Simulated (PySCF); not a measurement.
Fractional electron number in Os²⁺ (osmium, charge +2)

The 5d beta orbital of [Xe] 4f14 5d6 is emptied in steps (occupation f), with all orbitals relaxed, ending at [Xe] 4f14 5d5. Calculation: PySCF 2.14, in def2-TZVPPD with the def2 core potential (60 electrons) (6s5p3d2f1g, 59 functions); scalar relativity through the core potential. The exact energy is a straight line in f; departures are measured from the line between the end points of the same method.

```tsv
f	UHF (eV)	LDA (eV)	PBE (eV)
1	0.000	0.000	0.000
0.75	0.214	-1.041	-1.008
0.5	0.275	-1.396	-1.348
0.25	0.199	-1.051	-1.012
0	0.000	0.000	0.000
```

Task: For UHF, how does the orbital energy at f = 1 compare with the removal energy?

Result: −ε = 26.143 eV against a total-energy difference of 24.957 eV. By Janak's theorem ε = ∂E/∂f, so the gap between them reflects the curvature. Along the path −ε is 25.494 (f = 0.75), 24.917 (f = 0.5), 24.399 (f = 0.25) eV.

| method | E(f=0) − E(f=1) (eV) | −ε at f=1 (eV) | −ε at f=0.5 (eV) |
| --- | --- | --- | --- |
| UHF | 24.957 | 26.143 | 24.917 |
| LDA | 27.220 | 21.705 | 27.193 |
| PBE | 26.996 | 21.642 | 26.984 |

Reference removal energy between the ground levels: 25 ± 1.6 eV (theoretical estimate listed by NIST; NIST Atomic Spectra Database, ionization energies). The calculation has no spin-orbit coupling. The determinant left behind need not be the lowest term of the ion. UHF lacks correlation.
